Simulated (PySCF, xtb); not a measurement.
naphthalene (C₁₀H₈), SMILES c1ccc2ccccc2c1.

Harmonic wavenumbers (cm⁻¹) from GFN2-xTB in xtb at its own minimum, in rising order: 157, 166, 348, 356, 434, 449, 485, 502, 584, 586, 724, 729, 780, 801, 807, 871, 882, 896, 911, 921, 927, 931, 1074, 1084, 1138, 1173, 1179, 1180, 1229, 1229, 1260, 1354, 1361, 1402, 1433, 1451, 1511, 1568, 1610, 1614, 3066, 3067, 3068, 3071, 3078, 3079, 3087, 3090.

Problem. What does r2SCAN-D4/def2-SVP run with PySCF give at its own minimum? (Estimate from the structure and the level; the computed values follow.)

Solution. 171, 185, 364, 396, 481, 488, 514, 520, 629, 645, 725, 777, 799, 802, 806, 849, 907, 943, 962, 982, 1001, 1006, 1043, 1051, 1141, 1158, 1163, 1166, 1244, 1257, 1276, 1405, 1434, 1437, 1484, 1489, 1559, 1629, 1649, 1685, 3169, 3170, 3173, 3175, 3187, 3187, 3199, 3199. Paired by order, the mean absolute difference is 47 cm⁻¹ and the zero-point energies are 89.6 and 92.5 kcal/mol.
